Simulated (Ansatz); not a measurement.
Geometry optimisation, RKS PBE-D4/def2-SVP (Ansatz 0.2.0).

Input:

```yaml
crystal:
  periodic: [false, false, false]
  atoms:
    - { symbol: Si, position_ang: [-0.019974, 0.001401, -0.510192] }
    - { symbol: Si, position_ang: [1.219702, -0.04372, 1.363359] }
    - { symbol: H, position_ang: [1.137602, 0.031858, -1.37788] }
    - { symbol: "N", position_ang: [-0.855296, 1.540054, -0.581614] }
    - { symbol: "N", position_ang: [-0.833803, -1.507141, -0.867176] }
    - { symbol: H, position_ang: [1.941885, -1.366427, 1.449878] }
    - { symbol: H, position_ang: [0.512998, 0.173317, 2.68239] }
    - { symbol: H, position_ang: [2.262301, 1.039896, 1.236932] }
    - { symbol: H, position_ang: [-1.292277, 1.836353, -1.457192] }
    - { symbol: H, position_ang: [-1.431684, 1.826898, 0.212354] }
    - { symbol: H, position_ang: [-1.006961, -1.73211, -1.850617] }
    - { symbol: H, position_ang: [-1.634394, -1.800479, -0.30034] }
basis:
  gaussian: { orbitals: def2-SVP }
hamiltonian:
  xc: pbe
  dispersion: d4
relax:
  f_tol: 0.03
  max_steps: 50
```

Run as:

```bash
$ ansatz run input.yaml --threads 2 --pin off --max-ram 3072MiB --backend cpu --events-out ev --progress --plain --runs-dir out
```

Task: Where does it end, and by what steps?

Result: It converged. After 6 steps the energy has fallen by 0.247 eV; H3 moved furthest, 0.54 Å.

```
step  energy less start (eV)  largest force component (eV/Å)  accepted
   0                  0.0000                           1.303       yes
   1                 -0.1669                           0.297       yes
   2                 -0.2113                           0.169       yes
   3                 -0.2353                           0.373       yes
   4                 -0.2433                           0.102       yes
   5                 -0.2463                           0.051       yes
   6                 -0.2474                           0.025       yes
```

```xyz
12
Properties=species:S:1:pos:R:3
Si 0.064 0.029 -0.655
Si 1.237 -0.074 1.380
H 0.944 0.116 -1.872
N -0.784 1.563 -0.597
N -0.776 -1.501 -0.823
H 1.975 -1.375 1.556
H 0.261 0.052 2.527
H 2.227 1.055 1.507
H -1.214 1.935 -1.449
H -1.369 1.780 0.214
H -1.194 -1.745 -1.726
H -1.371 -1.835 -0.061
```

The run took 11 s on 2 threads of AMD EPYC 7B13 (Zen 3), on a shared host, peak memory 0.16 GiB.
